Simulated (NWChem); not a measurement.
System: SiN, doublet; SMILES N#[Si]

Computed with NWChem. Pople sets run with spherical d functions. Spin-unrestricted. Spin-contaminated determinants: UHF/6-31G* (<S²> = 1.25). No stability test was run on the SCF state. B3LYP is NWChem's, with the RPA form of VWN correlation. Each level has its own optimisation; frequencies are unscaled.

```
level                                 r N–Si (Å)  highest harmonic frequency (cm⁻¹)  zero-point energy (kcal/mol)  dipole (D)
------------------------------------  ----------  ---------------------------------  ----------------------------  ----------
PBE/def2-SVP                               1.591                               1149                           1.6        2.33
B3LYP/6-31G*                               1.578                               1171                           1.7        2.33
UHF/6-31G*                                 1.589                                918                           1.3        1.34
LDA (Slater exchange, VWN5)/def2-SVP       1.578                                [?]                           1.7         [?]
PBE0/def2-SVP                              1.575                               1196                           1.7        2.31
```

What belongs in the gaps?


- LDA (Slater exchange, VWN5)/def2-SVP, highest harmonic frequency (cm⁻¹): 1182
- LDA (Slater exchange, VWN5)/def2-SVP, dipole (D): 2.39
